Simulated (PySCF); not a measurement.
# Electron correlation in W⁶⁵⁺ (tungsten, charge +65)

Starting occupation: [He] 2s2 2p5, 2p1/2 with m_j = +1/2, 2p3/2 with m_j = -3/2, -1/2, +1/2, +3/2. Computed with PySCF 2.14 in an even-tempered Gaussian basis (17 s from 49 bohr⁻², ratio 2.4; 13 p from 64 bohr⁻², ratio 2.4; 5 d from 220 bohr⁻², ratio 2.6; 4 f from 330 bohr⁻², ratio 2.6), with X2C-1e with screened-nucleus spin-orbit coupling, Gaussian nucleus. Frozen: nothing; 9 electrons correlated; the 30 highest virtual spinors left out.

MP2 pair energies summed by pair of shells (mhartree):

```
       pair   energy  share (%)
2p3/2-2p3/2  -101.80       26.7
2p3/2-2s1/2   -69.61       18.3
1s1/2-1s1/2   -57.86       15.2
2p1/2-2p3/2   -55.50       14.6
1s1/2-2p3/2   -31.19        8.2
2p1/2-2s1/2   -22.15        5.8
1s1/2-2s1/2   -17.35        4.6
2s1/2-2s1/2   -14.48        3.8
1s1/2-2p1/2   -11.19        2.9
```

Total MP2 correlation energy: -381.13 mhartree.

At this charge the one-electron X2C treatment keeps the bare 1/r₁₂, with no two-electron picture change or Breit term. That inflates the 1s pair energies well beyond their four-component values.
